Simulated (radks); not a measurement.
Valence configurations of the calcium ion Ca+ (all share [Ar]). Method: scalar-relativistic Kohn-Sham, PBEsol, spin-polarised, spherical densities, finite nucleus; open shells are filled with parallel spins first; Fermi nuclear charge, rms radius 3.4776 fm; computed with a radial shooting solver on a logarithmic mesh with Libxc functionals. Energies are relative to 4s1; eigenvalues in eV for spin up.

valence      E (eV)  moment (Bohr magnetons)   e(3d)   e(4p)   e(4s)
4s1           0.000                        1       -       -  -9.360
3d0.5 4s0.5   0.578                        1  -7.084       -  -8.515
3d1           1.404                        1  -5.883       -       -
4s0.5 4p0.5   1.545                        1       -  -6.551  -9.621
3d0.5 4p0.5   2.029                        1  -7.528  -5.914       -
4p1           3.068                        1       -  -6.820       -

NIST lists [Ar] 4s1 as the ground configuration; this level of theory agrees among the configurations tried. The energies are those of spherical high-spin densities, not of single terms.
